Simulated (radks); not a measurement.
Au64+, configuration [Ne] 3s2 3p3. Calculated with a radial shooting solver on a logarithmic mesh with Libxc functionals: scalar-relativistic Kohn-Sham, r2SCAN, spin-polarised, spherical densities, finite nucleus; open shells are filled with parallel spins first (spin-orbit coupling, left out, can overturn this in heavy ions); meta-GGA in the generalised Kohn-Sham scheme; Fermi nuclear charge, rms radius 5.4371 fm.

Normalised radial functions P(r) = r R(r), r in bohr:

```
   r/bohr * 2p up, o 3p up, + 3d up (the largest magnitude, 3.85, reaches the edge; | marks zero, & curves that meet)
0.0007065                             &
0.0008769                             &
 0.001088                             &
 0.001351                             &
 0.001676                             &
 0.002081                             &*
 0.002582                             &*
 0.003179                             +&
 0.003946                             +o*
 0.004897                             +o*
 0.006078                             + o*
 0.007543                             + o *
 0.009362                             +  o  *
  0.01162                             +   o   *
  0.01431                             +     o   *
  0.01775                             |+     o      *
  0.02204                             |+       o       *
  0.02735                             | +        o         *
  0.03394                             |   +       o           *
  0.04212                             |     +    o              *
  0.05228                             |       +o                 *
  0.06437                             |    o     +             *
  0.07989                           o |              +     *
  0.09915                    o        |               * +
   0.1231             o               |         *        +
   0.1527          o                  |    *            +
   0.1895           o                 | *            +
   0.2352                 o           |*        +
   0.2896                      o      *    +
   0.3595                          o  * +
   0.4461                            o*+
   0.5537                             &
```

2p up: eigenvalue -17523.5 eV, 0 radial nodes, <r> = 0.0633 bohr, 90 % of the charge inside 0.103 bohr. 3p up: eigenvalue -7239.6 eV, 1 radial node at r = 0.0763 bohr, <r> = 0.168 bohr, 90 % of the charge inside 0.249 bohr. 3d up (empty): eigenvalue -6767.4 eV, 0 radial nodes, <r> = 0.149 bohr, 90 % of the charge inside 0.226 bohr.
